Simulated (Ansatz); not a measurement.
An input meant for (KH)4 cube (K4H4) (charge 0, singlet; atoms displaced at random, 0.08 Å in each coordinate).

```yaml
crystal:
  periodic: [false, false, false]
  atoms:
    - {symbol: K, position_ang: [-1.914297, 1.253090, 0.140818]}
    - {symbol: H, position_ang: [0.065445, 1.279830, 1.889447]}
    - {symbol: K, position_ang: [1.923415, 1.502261, -0.137879]}
    - {symbol: H, position_ang: [-0.198658, 1.283943, -1.806171]}
    - {symbol: K, position_ang: [-0.112327, -1.232527, -1.959967]}
    - {symbol: H, position_ang: [-1.635307, -1.362606, 0.069872]}
    - {symbol: K, position_ang: [0.073095, -1.404628, 1.933787]}
    - {symbol: H, position_ang: [1.878910, -1.190124, -0.095281]}
basis:
  gaussian: {orbitals: STO-3G, final_grid: {core_spheres: 5, valence_spheres: 4, degree: 11}}
magnetization: {spin_polarized: true, initial_magnetization: 0}
hamiltonian: {xc: {name: PBE1PBE}}
scf: {lower_state_search: light}
output: {forces: true}
```

```sh
$ ansatz run in.yaml --threads 4 --pin off --events-out ev --progress --plain --max-ram 3916MiB
```

Output, abridged:

```
Error: YAML parse error: error: line 15 column 19: hamiltonian.xc: no functional is named "PBE1PBE"; the names, which are not case-sensitive, are SVWN5, SPW92, PBE, PBE0, PBEsol, revPBE, revPBE0, RPBE, rPW86-PBE, HSE06, wPBEh, LC-wPBE, HISS, HF, BLYP, B3LYP, B3LYP5, BHLYP, CAM-B3LYP, r2SCAN, r2SCANh, r2SCAN0, r2SCAN50, m-r2SCAN, B97, wB97, wB97X, wB97X-V, B97M-V, wB97M-V, B2PLYP, B2GP-PLYP, PBE0-DH, PBE-QIDH
13 |   gaussian: {orbitals: STO-3G, final_grid: {core_spheres: 5, valence_spheres: 4, de…
14 | magnetization: {spin_polarized: true, initial_magnetization: 0}
15 | hamiltonian: {xc: {name: PBE1PBE}}
16 | scf: {lower_state_search: light}
17 | output: {forces: true}
```

In this input the method's name isn't one that the program takes here. The input was rejected before any iteration.
